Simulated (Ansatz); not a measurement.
`[BH2][Zn][F]` + HBr → `[F][Zn][Br]` + BH₃  (cleavage of the Zn–B bond)

Gas-phase electronic energies from Ansatz, PBE0-D4/def2-TZVP geometries. CCSD(T)/CBS adds triple-zeta CCSD(T) − MP2 to the extrapolated MP2 energy (def2 sets, frozen cores). This one scheme is used for every species. Functionals use def2-TZVPP. HSE06 is defined as in plane-wave codes. For Br, Zn outer-core shells are correlated without core-valence functions, which leaves a few kJ/mol of doubt a bond. Scalar relativity is left out up to krypton.

CCSD(T)/CBS gives -143.1 kJ/mol.

**Question.** Another level gave -129.4 kJ/mol. Which?
A. BHLYP/def2-TZVPP
B. revPBE-D4/def2-TZVPP
C. HSE06/def2-TZVPP
D. ωB97X-V/def2-TZVPP

**Answer.** C. HSE06 -129.4, ωB97X-V -135.2, revPBE-D4 -114.0, BHLYP -147.4 kJ/mol.

Largest T1 diagnostic among the species: 0.016.

At CCSD(T), def2-SVP lies +6.1 kJ/mol from the extrapolated value and def2-TZVPP +9.6 kJ/mol. From PBE to PBE0 (25 % exact exchange), in def2-TZVPP and without D4, ΔE moves by −16.4 kJ/mol.
